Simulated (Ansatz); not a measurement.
GeCl4, relaxed as a singlet with RKS PBE-D4/def2-SVP in Ansatz, starting from the GFN1-xTB geometry. Force threshold 0.02 eV/Å.

The restricted singlet is unstable towards broken spin symmetry in Hartree–Fock (as tested in another run); at PBE-D4/def2-SVP this wasn't settled. Another isomer (singlet) lies 3.53 eV lower at PBE0-D4/def2-TZVP; other spin states weren't run for this one.

Start:

```
atom   x (Å)   y (Å)   z (Å)
 Ge1  -1.046  -0.164  -0.105
 Cl2   2.719   1.759   0.976
 Cl3   0.569   1.034   0.576
 Cl4  -1.082  -0.505  -2.200
 Cl5  -1.160  -2.124   0.753
```

```
        step   energy (eV)  largest force component (eV/Å)  SCF passes
           1  -106558.7357                           1.547          18
           2  -106558.9271                           0.497          21
           3  -106558.9456                           0.306          20
           4  -106558.9517                           0.138          19
5 (rejected)  -106558.9492                           0.122          21
           6  -106558.9536                           0.029          16
           7  -106558.9537                           0.006          18
```

Force components are those of the run's own axes.

End:

Cartesian coordinates in Å:
```
Ge -1.105 -0.202 -0.126
Cl 2.805 1.790 1.011
Cl 0.622 1.147 0.630
Cl -1.135 -0.542 -2.284
Cl -1.188 -2.193 0.769
```

By distances, no bond broke or formed. The bond that changes most is Ge1–Cl3, from 2.12 to 2.32 Å (atoms count from 1).

No frequencies were taken in this run, so the end may be a saddle point.

Hardware: 4 threads of Arm Neoverse V2 on a shared host. Wall time 4.7 s.
